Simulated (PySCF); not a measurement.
Correlation energy of O⁺ (oxygen, charge +1)

[He] 2s2 2p3, high-spin 4S determinant. All numbers are calculated (PySCF 2.14, the spin-free X2C one-electron Hamiltonian (Gaussian nucleus), in x2c-QZVPPall with one added diffuse shell each of s, p, d, f type (8s5p4d3f1g, 73 functions)). Frozen: 1s2; 5 electrons correlated.

MP2 pair energies summed by pair of shells (mhartree):

| pair | energy | share (%) |
| --- | --- | --- |
| 2s-2p | -70.03 | 66.0 |
| 2p-2p | -24.74 | 23.3 |
| 2s-2s | -11.38 | 10.7 |

Total MP2 correlation energy: -106.15 mhartree.

Same-spin part -31.13 and opposite-spin part -75.02 mhartree; SCS-MP2 scales them by 1/3 and 6/5 to -100.40 mhartree.
